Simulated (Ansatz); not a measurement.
One change: `N#[C][Al]([F])[F]` becomes `[CH3][Al]([F])[F]`.

Ansatz, PBE0-D4/def2-TZVP geometries, multiplicity 1. 

| property | `N#[C][Al]([F])[F]` |
| --- | --- |
| HOMO energy (PBE0/def2-TZVPP) / eV | -10.53 |
| size of the dipole moment (PBE/def2-TZVPP) / D | 1.73 |
| size of the dipole moment (ωB97M-V/def2-TZVPP) / D | 1.81 |
| vertical ionisation energy (CCSD(T)/CBS(def2)) / eV | 13.62 |
| LUMO energy (PBE/def2-TZVPP) / eV | -2.89 |
| HOMO energy (PBE/def2-TZVPP) / eV | -8.98 |

Task: Give the same properties after the change, and the shifts. (Best estimate.)

Result: The calculation gave: 
| property | `[CH3][Al]([F])[F]` | shift |
| --- | --- | --- |
| HOMO energy (PBE0/def2-TZVPP) / eV | -9.31 | 1.22 |
| size of the dipole moment (PBE/def2-TZVPP) / D | 2.21 | 0.48 |
| size of the dipole moment (ωB97M-V/def2-TZVPP) / D | 2.19 | 0.38 |
| vertical ionisation energy (CCSD(T)/CBS(def2)) / eV | 12.04 | -1.58 |
| LUMO energy (PBE/def2-TZVPP) / eV | -1.36 | 1.53 |
| HOMO energy (PBE/def2-TZVPP) / eV | -7.92 | 1.06 |

With PBE0 the HOMO rises by 1.22 eV and the LUMO rises by 1.50 eV, so the gap widens by about 0.28 eV. PBE moves the HOMO by 1.06 eV and ωB97M-V by 1.28 eV. The zero-point energy changes by 71.9 kJ/mol with +6 modes. Dipoles are sizes alone; their direction can turn.
